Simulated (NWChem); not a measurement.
System: silacyclobutane (C3H8Si); SMILES C1C[SiH2]C1

NWChem input:

```
start job
memory heap 200 mb stack 900 mb global 1100 mb
geometry units angstroms noautosym nocenter noautoz
  C     -0.193860     1.339546     0.000000
  C      0.157989     0.415774    -1.198197
  Si    -0.069254    -1.038008     0.000000
  C      0.157989     0.415774     1.198197
  H      0.319738     2.316025     0.000000
  H     -1.276119     1.550264     0.000000
  H      1.217217     0.521340    -1.484969
  H     -0.457230     0.525718    -2.102274
  H     -1.456338    -1.600584     0.000000
  H      0.902113    -2.177955     0.000000
  H      1.217217     0.521340     1.484969
  H     -0.457230     0.525718     2.102274
end
basis spherical
  C library 6-311g**
  Si library 6-311g**
  H library 6-311g**
end
dft
  xc b3lyp
  iterations 150
end
property
  shielding 9 1 2 3 5 6 7 8 9 10
  efieldgrad
end
task dft property
```

All runs use the structure optimised with PBE0/def2-SVP.

GIAO values for the isolated, static molecule; σ is the absolute isotropic shielding, δ = σ(reference) − σ with the isolated reference molecule computed at the same levels (13C: tetramethylsilane, 1H: tetramethylsilane, 29Si: tetramethylsilane).

Atoms are numbered as in the input.

Q: Predict the main results of this run. (B3LYP/6-311G** (spherical d), GIAO.) Quantities: δ C1 (ppm); δ C2 (ppm); δ Si3 (ppm); δ H6 (ppm); δ H7 (ppm); δ H8 (ppm); δ H9 (ppm).

A: 
```json
{
 "δ C1 (ppm)": "27.0",
 "δ C2 (ppm)": "13.0",
 "δ Si3 (ppm)": "-25.0",
 "δ H6 (ppm)": "2.29",
 "δ H7 (ppm)": "1.35",
 "δ H8 (ppm)": "1.08",
 "δ H9 (ppm)": "5.01"
}
```
